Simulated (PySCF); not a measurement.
Löwdin shares of the frontier orbitals

Species: BH₄O₂P.
SMILES with atom numbers: `[OH:1][B:2]([OH:3])[PH2:4]` (hydrogens: H5 on O1; H6 on O3; H7, H8 on P4)

Cartesian coordinates in Å at the PBE0-D3(BJ)/def2-SVP level; atoms count from 1:
```xyz
8
BH4O2P angstrom
O     -1.2405   -1.1633    0.0122
B     -0.4880   -0.0451    0.1465
O     -1.0449    1.1564   -0.1777
P      1.2867   -0.2497    0.9168
H     -2.1297   -0.9540   -0.3003
H     -0.4563    1.9071   -0.0649
H      1.6505   -1.3820    0.1340
H      1.9371    0.6969    0.0672
```

Level of theory: PySCF, TDDFT wB97X-D/def2-SVPD, vertical, gas phase, core orbitals frozen in the response.

Frontier orbitals with the atoms that hold most of them (Löwdin shares over 4%, at most four atoms; ? is withheld):

```csv
orbital,ε (eV),atoms
LUMO+2,2.49,"P4 34%, B2 18%, H8 14%, O3 14%"
LUMO+1,2.18,"P4 24%, B2 20%, O3 18%, O1 17%"
LUMO,1.30,"B2 52%, O3 11%, P4 9%, H6 8%"
HOMO,-9.28,?
HOMO-1,-11.27,?
HOMO-2,-11.69,"O1 45%, O3 41%, B2 8%"
HOMO-3,-12.49,"P4 38%, H8 21%, H7 16%, O1 12%"
```

(1) Give the leading atoms of the HOMO-1.

(2) Give the leading atoms of the HOMO.

(3) How does S1 compare with the orbital gap of 10.58 eV?

## Answers

(1) P4 (bonded to B and 2 H) 38%; B2 (bonded to 2 O and P) 18%; O3 (bonded to B and H) 16%; H7 (bonded to P) 10%.

(2) P4 (bonded to B and 2 H) 66%; B2 (bonded to 2 O and P) 13%; H8 (bonded to P) 7%; H7 (bonded to P) 7%. By element: phosphorus 66%, hydrogen 14% or more, boron 13%.

(3) S1 is at 6.43 eV (f = 0.032), 4.15 eV below the gap, made of HOMO→LUMO (75%), HOMO→LUMO+1 (18%). Without the coupling terms of the response equations the lowest excitation would equal the gap.

Next come S2 at 6.85 eV (f 0.034), HOMO→LUMO+2 (50%), HOMO→LUMO+3 (28%), HOMO→LUMO+1 (12%); S3 at 7.25 eV (f 0.187), HOMO→LUMO+2 (38%), HOMO→LUMO+1 (34%), HOMO→LUMO+3 (12%); S4 at 7.70 eV (f 0.082), HOMO→LUMO+5 (46%), HOMO→LUMO+3 (26%), HOMO→LUMO+1 (17%); S5 at 8.25 eV (f 0.053), HOMO-1→LUMO (58%), HOMO-1→LUMO+1 (23%).

One conformer stands for the species.
